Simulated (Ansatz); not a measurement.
C2HF2Sn, SMILES `C#[C][Sn]([F])[F]` radical, relaxed with UKS PBE-D4/def2-SVP in Ansatz from a rough embedded geometry. The force threshold is 0.03 eV/Å; the program also tests the step.

The species carries charge 0 and has multiplicity 2. Sn: def2 effective core potential.

Start:

```xyz
6

C    -1.889    0.245    0.140
C    -0.740   -0.048    0.121
Sn    1.268   -0.647    0.111
F     1.922   -0.804   -1.616
F     2.345    0.618    1.127
H    -2.905    0.635    0.117
```

Task: How much energy does the relaxation release, and in how many steps? (An estimate is asked.)

Result: The calculation gave: 8.01 kcal/mol, in 5 steps.

Task: Which bonds change most? (Best estimate.)

Result: Computed: Sn3–F4 from 1.853 to 1.965 Å; C1–C2 from 1.186 to 1.231 Å; C2–Sn3 from 2.095 to 2.120 Å; Sn3–F5 from 1.948 to 1.963 Å.

Task: Give the relaxed structure. (An estimate is asked.)

Result: The calculation gave: 
```xyz
6

C    -1.914    0.293    0.130
C    -0.713    0.021    0.095
Sn    1.261   -0.743    0.194
F     1.963   -0.771   -1.642
F     2.362    0.616    1.086
H    -2.958    0.583    0.136
```
